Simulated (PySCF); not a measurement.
Compound: CH9ClSi3.
Bonds: Si1–C2, C2–Si3, C2–Si4, Si4–Cl5. Hydrogens: H6, H7, H8 on Si1; H9 on C2; H10, H11, H12 on Si3; H13, H14 on Si4.

Level of theory: PBE0-D3(BJ)/def2-SVP geometry optimisation, gas phase in PySCF 2.14.0.

**Question.** List the bond lengths, angles and torsions at this level.

**Answer.** 
```json
{"bond": "Si1–C2, C2–Si3", "length (Å)": "1.891"}
{"bond": "C2–Si4", "length (Å)": "1.867"}
{"bond": "Si4–Cl5", "length (Å)": "2.078"}
{"bond": "Si1–H6 and 5 like bonds", "length (Å)": "1.494"}
{"bond": "C2–H9", "length (Å)": "1.106"}
{"bond": "Si4–H13, Si4–H14", "length (Å)": "1.490"}
```

Bonds in one row agree within 0.01 Å and their mean is given. A selection of angles:
```json
{"angle": "C2–Si1–H6", "degrees": "110.9"}
{"angle": "C2–Si1–H7", "degrees": "109.3"}
{"angle": "H6–Si1–H7", "degrees": "108.7"}
{"angle": "H7–Si1–H8", "degrees": "108.3"}
{"angle": "Si1–C2–Si3", "degrees": "111.1"}
{"angle": "Si1–C2–Si4", "degrees": "113.2"}
{"angle": "Si1–C2–H9", "degrees": "107.3"}
{"angle": "Si3–C2–Si4", "degrees": "109.9"}
{"angle": "Si4–C2–H9", "degrees": "107.6"}
{"angle": "C2–Si4–Cl5", "degrees": "110.4"}
{"angle": "C2–Si4–H13", "degrees": "111.2"}
{"angle": "C2–Si4–H14", "degrees": "110.2"}
{"angle": "Cl5–Si4–H13", "degrees": "107.7"}
{"angle": "H13–Si4–H14", "degrees": "110.1"}
```

Dihedral angles: Si1–C2–Si4–Cl5 38° (synclinal). The mirror-image conformer, all signs reversed, is as good.

Si4 (chlorine-bound silicon) is tetrahedral (angles from 107.2° to 111.2°). The C–Si distances run from 1.867 Å (C2–Si4, drawn single) to 1.893 Å (Si1–C2, drawn single), a spread of 0.026 Å. Si1 (SiH3 silicon) is tetrahedral (angles from 108.3° to 110.9°).

Point group: C1 (no symmetry element, even within 0.4 Å). No frequency check. One conformer, not necessarily the lowest.
